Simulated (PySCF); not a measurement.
Al(OAc)(OMe)2, SMILES C[O][Al]([O]C)[O]C(C)=O, GFN2-xTB optimised geometry.

```
18

Al     0.06    -0.15     0.00
O      1.97    -0.15     0.00
C      1.87    -0.47    -1.21
C      3.10    -0.71    -2.03
O      0.73    -0.59    -1.73
H      2.87    -0.60    -3.09
H      3.44    -1.72    -1.83
H      3.88    -0.02    -1.73
O     -0.48    -1.52     0.73
C     -1.09    -2.55     1.43
H     -0.43    -2.92     2.21
H     -2.02    -2.20     1.90
H     -1.34    -3.37     0.75
O     -0.49     1.40     0.00
C     -1.11     2.63     0.13
H     -1.47     2.98    -0.84
H     -1.97     2.56     0.81
H     -0.41     3.37     0.53
```

Density from PBE0/def2-SVP in PySCF 2.14.0 at that geometry.

Minimum of the electron density along straight lines between bonded atoms, close to the bond critical point (lines longer than 1.1 times the sum of covalent radii, or with two minima, are not listed):

```csv
bond,length / Å,ρ at the minimum / e bohr⁻³,∇²ρ there / e bohr⁻⁵,position (fraction from the first atom)
Al1–O2,1.905,0.062,0.41,0.42
O2–C3,1.259,0.374,-0.12,0.67
C3–C4,1.494,0.264,(withheld),0.53
Al1–O5,1.907,0.062,0.41,0.42
C3–O5,1.258,0.374,-0.12,0.33
C4–H6,1.086,0.279,-1.05,0.64
C4–H7,1.089,0.273,-1.00,0.63
C4–H8,1.086,0.277,-1.04,0.64
Al1–O9,1.641,0.105,1.06,0.44
O9–C10,1.392,0.256,-0.25,0.67
C10–H11,1.093,0.281,-1.06,0.63
C10–H12,1.093,0.281,-1.06,0.63
C10–H13,1.093,0.281,-1.06,0.63
Al1–O14,1.641,0.105,1.06,0.44
O14–C15,1.392,0.256,-0.25,0.67
C15–H16,1.093,0.281,-1.06,0.63
C15–H17,1.093,0.281,-1.06,0.63
C15–H18,1.093,0.281,-1.06,0.63
```

Task: Fill in the missing entries.

Result: 
- C3–C4, ∇²ρ there / e bohr⁻⁵: -0.66
